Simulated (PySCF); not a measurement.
CH3FO2Si2, SMILES O=C1O[Si@H](F)[SiH2]1.

Geometry: PBE-D3(BJ)/def2-SVP. The structure was generated by enumeration; whether it is a known compound was not checked.

Calculation: PBE-D3(BJ)/def2-SVP run with PySCF.

Frequencies are harmonic and unscaled.

Problem. Estimate the vibrational spectrum. (Estimate from the structure and the level; the computed values follow.)

Solution. 
```
mode  ν (cm⁻¹)  IR (km/mol)  moving atoms (share of kinetic energy)
----  --------  -----------  --------------------------------------
1           76          0.6                          O 65 %, F 26 %
2          157          5.1                 F 47 %, Si 31 %, H 17 %
3          260         13.9         O 35 %, F 35 %, Si 17 %, H 11 %
4          329          8.6         H 49 %, C 17 %, Si 16 %, O 15 %
5          343          0.9         O 43 %, Si 30 %, H 16 %, C 10 %
6          399          9.4         Si 37 %, O 33 %, H 16 %, C 11 %
7          429          3.6                  Si 70 %, H 16 %, O 9 %
8          495         10.6          H 57 %, Si 21 %, C 11 %, O 9 %
9          572          7.6         H 40 %, Si 23 %, C 19 %, O 17 %
10         621         20.7          H 43 %, O 29 %, Si 18 %, C 9 %
11         666          2.1                          C 47 %, H 43 %
12         713         66.1                         H 74 %, Si 18 %
13         805         75.2                  H 43 %, O 29 %, F 18 %
14         815         40.9                          H 52 %, O 41 %
15         872        138.2                          H 77 %, O 10 %
16         901        180.0                 Si 43 %, F 36 %, H 17 %
17        1002        197.6                          C 53 %, O 34 %
18        1835        297.9                          C 60 %, O 39 %
19        2171         45.0                                  H 98 %
20        2194         45.6                                  H 95 %
21        2223        101.4                                  H 96 %
```
